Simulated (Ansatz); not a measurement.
A first, cheap relaxation of `[OH][V]([F])(=[S])[Cl]`.

```yaml
crystal:
  periodic: [false, false, false]
  atoms:
    - {symbol: O, position_ang: [-0.433800, -0.023200, 1.568800]}
    - {symbol: V, position_ang: [0.282100, -0.160800, -0.245800]}
    - {symbol: F, position_ang: [2.146400, -0.471900, -0.120400]}
    - {symbol: S, position_ang: [-0.501400, -1.677300, -1.187400]}
    - {symbol: Cl, position_ang: [-0.088800, 1.802100, -1.469600]}
    - {symbol: H, position_ang: [-1.362300, 0.467200, 1.408100]}
basis:
  gaussian: {orbitals: def2-SVP}
hamiltonian: {xc: pbe, dispersion: d4}
relax: {f_tol: 0.03, max_steps: 200}
```

```sh
$ ansatz run in.yaml --threads 4 --pin off --events-out ev --progress --plain
```

Shortened log:

```
Functional definition: PBE
mean field -53795.70829216 eV, -1976.9558156962 hartree, gradient 2.4e-5 eV, S^2 0.000000; 0 other end points of the search recorded, 0 dependent functions left out
relax step   1: F+E_penalty+E_count = -53795.87611896 eV  Δ(F+E_penalty+E_count) = +0.000e0 eV  max|allowed force component| = 3.644e0 eV/Å  Δτ_max = 0.0000 Å  (58 SCF iters, accepted)
mean field -53796.71679126 eV, -1976.9928773543 hartree, gradient 1.5e-5 eV, S^2 0.000000; 0 other end points of the search recorded, 0 dependent functions left out
relax step   2: F+E_penalty+E_count = -53796.89277679 eV  Δ(F+E_penalty+E_count) = -1.017e0 eV  max|allowed force component| = 2.419e0 eV/Å  Δτ_max = 0.1916 Å  (39 SCF iters, accepted)
mean field -53796.86318300 eV, -1976.9982571517 hartree, gradient 1.9e-5 eV, S^2 0.000000; 0 other end points of the search recorded, 0 dependent functions left out
relax step   3: F+E_penalty+E_count = -53797.04296433 eV  Δ(F+E_penalty+E_count) = -1.502e-1 eV  max|allowed force component| = 3.379e0 eV/Å  Δτ_max = 0.1941 Å  (39 SCF iters, accepted)
mean field -53797.09216513 eV, -1977.0066720896 hartree, gradient 2.0e-5 eV, S^2 0.000000; 0 other end points of the search recorded, 0 dependent functions left out
relax step   4: F+E_penalty+E_count = -53797.27069399 eV  Δ(F+E_penalty+E_count) = -2.277e-1 eV  max|allowed force component| = 4.727e-1 eV/Å  Δτ_max = 0.2000 Å  (38 SCF iters, accepted)
mean field -53797.12641486 eV, -1977.0079307440 hartree, gradient 1.6e-5 eV, S^2 0.000000; 0 other end points of the search recorded, 0 dependent functions left out
relax step   5: F+E_penalty+E_count = -53797.30520870 eV  Δ(F+E_penalty+E_count) = -3.451e-2 eV  max|allowed force component| = 2.841e-1 eV/Å  Δτ_max = 0.1069 Å  (34 SCF iters, accepted)
mean field -53797.13576384 eV, -1977.0082743128 hartree, gradient 1.9e-5 eV, S^2 0.000000; 0 other end points of the search recorded, 0 dependent functions left out
relax step   6: F+E_penalty+E_count = -53797.31483053 eV  Δ(F+E_penalty+E_count) = -9.622e-3 eV  max|allowed force component| = 1.404e-1 eV/Å  Δτ_max = 0.0839 Å  (33 SCF iters, accepted)
mean field -53797.13715099 eV, -1977.0083252897 hartree, gradient 1.9e-5 eV, S^2 0.000000; 0 other end points of the search recorded, 0 dependent functions left out
relax step   7: F+E_penalty+E_count = -53797.31616167 eV  Δ(F+E_penalty+E_count) = -1.331e-3 eV  max|allowed force component| = 9.496e-2 eV/Å  Δτ_max = 0.0222 Å  (32 SCF iters, accepted)
mean field -53797.13770919 eV, -1977.0083458032 hartree, gradient 1.5e-5 eV, S^2 0.000000; 0 other end points of the search recorded, 0 dependent functions left out
relax step   8: F+E_penalty+E_count = -53797.31674254 eV  Δ(F+E_penalty+E_count) = -5.809e-4 eV  max|allowed force component| = 1.027e-1 eV/Å  Δτ_max = 0.0439 Å  (32 SCF iters, accepted)
mean field -53797.13823863 eV, -1977.0083652598 hartree, gradient 1.4e-5 eV, S^2 0.000000; 0 other end points of the search recorded, 0 dependent functions left out
relax step   9: F+E_penalty+E_count = -53797.31721285 eV  Δ(F+E_penalty+E_count) = -4.703e-4 eV  max|allowed force component| = 2.742e-2 eV/Å  Δτ_max = 0.0184 Å  (33 SCF iters, accepted)
mean field -53797.13823863 eV, -1977.0083652598 hartree, gradient 1.4e-5 eV, S^2 0.000000; 1 other end points of the search recorded, 0 dependent functions left out
Total energy: -53797.31730574 eV, -1977.0149458547 hartree
Atom 0 at    -0.450677     0.332818     1.275198 Å, force    -0.000376     0.003935    -0.008556 eV/Å
Atom 1 at     0.300683    -0.006761    -0.258820 Å, force     0.027416     0.016499     0.014744 eV/Å
Atom 2 at     1.948717    -0.431240    -0.005606 Å, force    -0.010091    -0.002374    -0.007348 eV/Å
Atom 3 at    -0.668953    -1.547548    -1.125589 Å, force    -0.005665    -0.006742    -0.005595 eV/Å
Atom 4 at     0.153305     1.721486    -1.543472 Å, force    -0.004619    -0.008159     0.004241 eV/Å
Atom 5 at    -1.240875    -0.132655     1.611989 Å, force    -0.006664    -0.003160     0.002513 eV/Å
Dipole moment:    -0.363215    -0.099015     0.320023 e Å
```

Run time 15 s (4 threads of a server CPU on a shared host); peak host memory 0.21 GiB.
